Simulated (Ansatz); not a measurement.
`Cl[Si](Cl)(I)I`, charge 0, multiplicity 1.

Q: Give a relaxed structure at PBE0-D4/def2-TZVP (the Gaussian-basis code of Ansatz). (An estimate is asked.)

A: The calculation gave: 
Z-matrix (Å, degrees):
```
Si
Cl 1 2.033
I 1 2.416 2 109.4
I 1 2.416 2 109.4 3 121.5
Cl 1 2.033 2 108.4 3 -119.2
```
Point group C2v.
